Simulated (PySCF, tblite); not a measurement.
Isomers of C6H13NOSi. Level: GFN2-xTB in tblite, geometry and Hessian alike; calculated harmonic values, unscaled, isolated species. This tight-binding method is rough: wavenumbers can miss measured ones by several per cent, in bad cases by 10 to 20. Modes of hydrogen on silicon can be 10 to 20 % off. One conformer each.

Electronic energies: PBE0/pcSseg-1 single points on the GFN2-xTB geometries (PySCF, gas phase).

```csv
SMILES,"electronic energy, lowest = 0 (kcal/mol)"
[H]/N=C/C(C)(C)[SiH2]C(C)=O,6.6
C=C/C(C)=N\[C@@H]([SiH3])OC,34.8
C/N=C/[C@@H]1COCC[SiH2]1,7.9
[SiH3]O/C=C/N1CCCC1,0.0
```

Question: How do GFN2-xTB zero-point energies change the relative energies?

Answer: 
| SMILES | ZPE (kcal/mol) | of it from modes above 1550 cm⁻¹ | electronic (kcal/mol) | with ZPE, lowest = 0 (kcal/mol) | lowest mode (cm⁻¹) | rings |
| --- | --- | --- | --- | --- | --- | --- |
| [SiH3]O/C=C/N1CCCC1 | 111.3 | 54.8 | 0.0 | 0.0 | 35 | 1 |
| [H]/N=C/C(C)(C)[SiH2]C(C)=O | 110.2 | 59.1 | 6.6 | 5.5 | 42 | 0 |
| C/N=C/[C@@H]1COCC[SiH2]1 | 111.8 | 54.9 | 7.9 | 8.4 | 57 | 1 |
| C=C/C(C)=N\[C@@H]([SiH3])OC | 107.8 | 57.5 | 34.8 | 31.3 | 38 | 0 |

The zero-point energies span 4.0 kcal/mol, from `C=C/C(C)=N\[C@@H]([SiH3])OC` to `C/N=C/[C@@H]1COCC[SiH2]1`. The order is unchanged.

Question: And how do the electronic energies of GFN2-xTB itself compare?

Answer: `[SiH3]O/C=C/N1CCCC1` 0.0; `[H]/N=C/C(C)(C)[SiH2]C(C)=O` 66.5; `C/N=C/[C@@H]1COCC[SiH2]1` 49.0; `C=C/C(C)=N\[C@@H]([SiH3])OC` 64.2 kcal/mol, lowest = 0. Against the energies above, taken from the same isomer `[SiH3]O/C=C/N1CCCC1`, the largest difference is 59.9 kcal/mol.

Question: What do entropy and thermal enthalpy add at 298.15 K and 1 bar (rigid rotor, harmonic oscillator, one conformer each)?

Answer: 
| SMILES | point group | symmetry number | S (cal/(mol K)) | H − H(0) (kcal/mol) | ZPE + H − H(0) − TS (kcal/mol) |
| --- | --- | --- | --- | --- | --- |
| [SiH3]O/C=C/N1CCCC1 | C1 | 1 | 103.3 | 7.38 | 87.9 |
| [H]/N=C/C(C)(C)[SiH2]C(C)=O | C1 | 1 | 109.0 | 8.47 | 86.2 |
| C/N=C/[C@@H]1COCC[SiH2]1 | C1 | 1 | 100.5 | 7.26 | 89.1 |
| C=C/C(C)=N\[C@@H]([SiH3])OC | C1 | 1 | 110.5 | 8.50 | 83.4 |
